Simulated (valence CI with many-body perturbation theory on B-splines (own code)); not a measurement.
Ir LXIV: what each term of the Hamiltonian does

Computed by valence CI with perturbative core correlation (CI+MBPT): four valence electrons over a frozen Dirac-Fock core [Ne], a basis of 11 s, 11 p, 9 d, 7 f, 5 g, 2 h, 1 i functions for each j, with the one-electron correlation potential Σ1 (screened to all orders), the two-electron term Σ2, the three-electron term Σ3, Breit, model QED; selected single and double excitations, second order for the rest (own B-spline code, finite nucleus).

No measured spectrum was set against this ion. As an estimate, large intervals hold to a few tenths of a per cent, small ones and those within an open d or f shell to about a per cent.

Each rung adds one term. CI alone is the Dirac-Coulomb CI over the frozen core; QED comes last and gives the full result, which names the levels. Energies are above (3s^2 3p1/2^2) J=0 on the same rung, in Ry.

Levels are named by their leading jj configuration (3d3/2^4 stands for four electrons in 3d with j = 3/2), which in mixed levels can hold well under half, so a name can repeat and another be missing. Letters in brackets count levels of one name in rising energy.

```
                     Level  CI alone    + Σ1    + Σ2    + Σ3  + Breit    Full
    (3s^2 3p1/2 3p3/2) J=1    31.396  31.411  31.423  31.424   31.037  31.070
    (3s^2 3p1/2 3p3/2) J=2    32.157  32.172  32.181  32.181   31.752  31.785
    (3s 3p1/2^2 3p3/2) J=2    44.738  44.733  44.739  44.745   44.658  44.312
    (3s 3p1/2^2 3p3/2) J=1    46.846  46.841  46.829  46.832   46.708  46.412
    (3s^2 3p1/2 3d3/2) J=2    48.647  48.643  48.636  48.632   48.134  48.087
    (3s^2 3p1/2 3d3/2) J=1    52.095  52.091  52.034  52.022   51.638  51.533
    (3s^2 3p1/2 3d5/2) J=2    57.491  57.501  57.471  57.463   56.829  56.796
    (3s^2 3p1/2 3d5/2) J=3    57.651  57.661  57.640  57.632   56.924  56.898
    (3s 3p1/2^2 3d3/2) J=1    62.240  62.215  62.197  62.195   62.092  61.661
    (3s 3p1/2^2 3d3/2) J=2    62.840  62.816  62.796  62.792   62.650  62.225
        (3s^2 3p3/2^2) J=2    64.089  64.120  64.140  64.140   63.363  63.420
        (3s^2 3p3/2^2) J=0    65.613  65.644  65.660  65.659   64.921  64.983
    (3s 3p1/2^2 3d5/2) J=3    70.792  70.780  70.747  70.742   70.401  69.989
    (3s 3p1/2^2 3d5/2) J=2    71.851  71.840  71.804  71.795   71.482  71.068
(3s 3p1/2 3p3/2^2) J=2 [a]    75.387  75.396  75.421  75.426   74.973  74.664
    (3s 3p1/2 3p3/2^2) J=3    76.926  76.936  76.953  76.957   76.420  76.116
    (3s 3p1/2 3p3/2^2) J=0    77.680  77.691  77.711  77.714   77.261  76.984
(3s 3p1/2 3p3/2^2) J=2 [b]    78.913  78.924  78.923  78.926   78.342  78.110
(3s 3p1/2 3p3/2^2) J=1 [a]    78.916  78.926  78.927  78.929   78.419  78.152
```

How does the ionisation energy move along the ladder, and which term matters most?

CI alone 7286.4, + Σ1 7287.6, + Σ2 7287.7, + Σ3 7287.5, + Breit 7275.7, + QED 7275.4 eV. The largest step is Breit, -11.7 eV. NIST lists 7274 ± 19 eV (theoretical).
